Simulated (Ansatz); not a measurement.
Energy profile

The step: Al₂NH₅O₃F ([NH3][Al]1([F])[O][Al]([OH])[OH]1) + H₂O → Al₂NH₅O₃F ([NH2][Al]1([F])[OH][Al]([OH])[OH]1) + H₂O; bonds formed: O2–H9, H7–O10; bonds broken: H7–N8, H9–O10 (atoms numbered as in the saddle structure below).

```
atom    x (Å)    y (Å)    z (Å)
 Al1  -1.0254  -0.7165  -0.2236
  O2   0.4188  -0.3352  -1.1572
 Al3  -0.0857   1.2795  -1.7780
  O4  -1.6705   0.8749  -0.7436
  O5   0.7043   2.5682  -0.9627
  F6  -2.0186  -2.0105  -0.4982
  H7   0.9163  -0.9052   1.2218
  N8  -0.3446  -0.7897   1.5355
  H9   1.3468  -0.5601  -0.4036
 O10   1.9534  -0.8138   0.6017
 H11  -2.5598   1.2021  -0.8680
 H12   1.0400   3.3202  -1.4470
 H13  -0.6882  -1.5431   2.1194
 H14  -0.4245   0.0684   2.0710
 H15   2.4378  -1.6391   0.5321
```

Electronic energies by CCSD(T) at an estimated basis limit (MP2 extrapolated from triple and quadruple zeta, plus CCSD(T) − MP2 in triple zeta), on PBE0-D4/def2-TZVP structures; Al2NH7O4F, doublet; no counterpoise correction; spin–orbit coupling, which lowers free halogen atoms and radicals such as OH and SH, is left out. Ansatz 0.2.0; basis: def2-TZVPP and def2-QZVPP; cores frozen in the correlated methods; orbitals are unrestricted. Extrapolation: Hartree–Fock as exp(−7.88 √X), correlation as X^−2.97.

Give the profile in eV, counted from the separated reactants. (An estimate is asked for; the value comes from the calculation.)

By the calculation:
| point | eV |
| --- | --- |
| separated: Al2H2O3F (linked as [OH][Al]12[O][Al]1([F])[OH]2; Al1, O2, Al3, O4, O5, F6, H11, H12; doublet) + NH3 (H7, N8, H13, H14; singlet) + H2O (H9, O10, H15; singlet) | 0.000 |
| start structure | -2.504 |
| saddle | -1.887 |
| end structure | -2.466 |
| separated: AlNH2F (linked as [NH2][Al][F]; Al1, F6, N8, H13, H14; doublet) + AlH3O3 (linked as [OH][Al]([OH])[OH]; O2, Al3, O4, O5, H9, H11, H12; singlet) + H2O (H7, O10, H15; singlet) | 0.544 |
The saddle lies below the separated reactants: the barrier is submerged.

T1 diagnostic: at most 0.017. ⟨S²⟩ of the unrestricted Hartree–Fock references: 0.75 (a pure state has 0.75).

For scale, one of the runs: CCSD(T)/def2-TZVPP, 368 basis functions, launched by `ansatz run in.yaml --threads 4 --pin off --events-out ev --progress --plain --max-ram 46080MiB --backend cuda --devices 0, --max-vram 37GiB`. Time: 52 s of wall clock on 4 CPU threads of an AMD EPYC 7R13 and a share of one NVIDIA H100; the host was shared. Peak host memory: 1.6 GiB.
